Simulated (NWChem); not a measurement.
CH4Cl2Ge; SMILES [Cl][GeH]([Cl])[CH3]

All runs: NWChem. Pople sets run with spherical d functions. Coordinates come from a PBE-D3(BJ)/def2-SVP optimisation. Total energies compare along this basis series because the functional is fixed.

```tsv
level	basis functions	energy (Ha)	highest occupied level (eV)	orbital gap (eV)	dipole (D)	relative time
TPSS/STO-3G	45	-3003.6067	-4.04	5.59	3.13	1
TPSS/3-21G	65	-3023.3008	-7.67	6.21	3.65	1
TPSS/6-31G*	90	-3037.7077	-7.44	6.07	3.08	4
TPSS/6-311G**	138	-3038.0298	-7.61	6.03	3.08	5
```

The last column is a rough cost ratio, cheapest run = 1.
